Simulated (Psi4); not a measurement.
CdI2, singlet, at a GFN2-xTB geometry (such geometries of metal compounds can be far from the true shape) (all electrons, no relativity). Base run: BLYP/3-21G run with Psi4.

Geometry (Å):
```xyz
3

Cd    -0.4527     0.2203     0.3131
I      0.0210     1.7985    -1.7431
I      0.3890    -1.9980     1.4595
```
All else is at Psi4's defaults, with exact integrals.

Each row names what was changed in the base input (with any setting that the change needs).

```tsv
change	E (Eh)	dipole (D)	core-seconds (rough)
base	-19223.93756	2.00	5
functional = m06	-19223.32092	2.35	9
functional = svwn	-19210.39604	2.04	6
functional = tpssh	…	…	10
functional = b3lyp	-19223.94488	2.35	6
functional = wb97m-v	-19222.95668	2.82	30
functional = scan	-19225.01095	2.47	7
functional = m06-2x	…	…	6
functional = r2scan	-19223.49727	2.56	10
functional = cam-b3lyp	…	…	9
functional = wb97x-v	-19222.67246	2.95	20
functional = b97m-v	…	…	20
functional = hse06	-19222.37222	2.54	10
```

### Question
Complete the blanks.

### Answer

- functional = tpssh, E (Eh): -19222.94336
- functional = tpssh, dipole (D): 2.60
- functional = m06-2x, E (Eh): -19224.95599
- functional = m06-2x, dipole (D): 2.83
- functional = cam-b3lyp, E (Eh): -19224.59008
- functional = cam-b3lyp, dipole (D): 2.63
- functional = b97m-v, E (Eh): -19221.18376
- functional = b97m-v, dipole (D): 2.41

Totals shift with the method and basis; they matter in differences.
